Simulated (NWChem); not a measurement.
System: C3H4ClFSi; SMILES C[Si@@](F)(Cl)C#C

NWChem input:

```
start job
memory heap 200 mb stack 900 mb global 1100 mb
geometry units angstroms noautoz
  C      0.959958    -2.704079     0.119394
  C      0.449063    -1.606967     0.026044
  Si    -0.348211     0.021080    -0.068560
  C     -1.682193     0.257919     1.203537
  F     -0.968083     0.185684    -1.546532
  Cl     1.101405     1.482384     0.147554
  H      1.416239    -3.667321     0.191627
  H     -1.272709     0.172516     2.215615
  H     -2.142218     1.246551     1.101877
  H     -2.462718    -0.501610     1.082586
end
basis spherical
  * library def2-tzvp
end
dft
  xc becke88 lyp
  iterations 150
  semidirect filesize 400000000
  mulliken
end
task dft energy
```

The geometry was optimised at B3LYP/6-31G* (spherical d).

Give the results of this calculation. (BLYP/def2-TZVP.) Quantities: energy (Ha); highest occupied level (eV); orbital gap (eV); dipole (D).


```yaml
energy (Ha): -966.39
highest occupied level (eV): -7.25
orbital gap (eV): 5.80
dipole (D): 2.35
```
